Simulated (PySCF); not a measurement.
Ag⁻ (silver, charge -1) across methods

[Kr] 4d10 5s2, closed-shell 1S. All numbers are calculated (PySCF 2.14, the spin-free X2C one-electron Hamiltonian (Gaussian nucleus), in x2c-TZVPPall with one added diffuse shell each of s, p, d, f type (9s7p7d3f1g, 95 functions)).

```
   method  E (hartree)  mean ε 4p (eV)  mean ε 4d (eV)  mean ε 5s (eV)  Σ⟨r²⟩ (bohr²)   ⟨S²⟩
      PBE     -5315.03         -52.273          -1.173           0.983          76.00  0.000
  r2SCAN0     -5315.40         -57.788          -3.210           0.330          75.77  0.000
BHandHLYP     -5315.40         -60.734          -4.760          -0.009          77.66  0.000
    wB97X     -5315.60         -58.740          -5.572          -1.273          76.88  0.000
      UHF  -5312.81567         -69.097          -8.348          -0.555          85.67  0.000
     PBE0     -5315.09         -56.571          -3.020           0.455          76.58  0.000
   r2SCAN     -5315.44         -54.040          -1.419           0.850          74.98  0.000
      LDA     -5309.95         -52.230          -1.256           0.823          74.20  0.000
```

(1) Estimate the same row for M06-2X.

The outer electron is barely bound at this level, so radii and moments hang on the diffuse functions.

The highest occupied level is positive at PBE, r2SCAN0, M06-2X, PBE0, r2SCAN, LDA: only the finite basis holds that electron, which in a density functional comes from self-interaction.

## Answers

(1) E (hartree) = -5315.87; mean ε 4p (eV) = -60.430; mean ε 4d (eV) = -5.310; mean ε 5s (eV) = 0.024; Σ⟨r²⟩ (bohr²) = 81.08; ⟨S²⟩ = 0.000.
